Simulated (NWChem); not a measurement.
# Correlation energy of H$_{3}$B

```xyz
4

B      0.0000     0.0000     0.0000
H      0.0000     0.0000     1.2044
H     -1.0430     0.0000    -0.6022
H      1.0430     0.0000    -0.6022
```
Charge 0, spin multiplicity 1.

Everything below was run with NWChem. The geometry was optimised at B3LYP/def2-SVP, a minimum by its harmonic frequencies.

Basis set: def2-QZVP. Each correlation energy counts from its own Hartree-Fock reference.

The correlated methods keep 1 core orbital frozen. The structure started from a generated list of species. Coupled-cluster values serve here as a point of comparison, not as the truth.

Q: Order these methods by the correlation energy they give, lowest first: MP2, SCS-MP2, CR-CCSD[T], CCSD.

A: CR-CCSD[T] (-142.7 mHa), CCSD (-140.1 mHa), SCS-MP2 (-133.9 mHa), MP2 (-120.0 mHa)
